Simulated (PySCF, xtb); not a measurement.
Li(OH) (HLiO), SMILES [Li][OH].

GFN2-xTB run with xtb at its own geometry gives an orbital gap of 4.12 eV and a dipole moment of 3.65 D.

Coordinates come from a r2SCAN-D4/def2-TZVPD optimisation. The isomer is the one that the SMILES or the coordinates give; other isomers of the formula were not compared.

**Question.** What does CAM-B3LYP/def2-TZVPD (PySCF) give? (An estimate is asked for; the answer gives what the named calculation found.)

**Answer.** gap 7.29 eV (levels -7.85 and -0.56 eV), dipole 4.50 D.
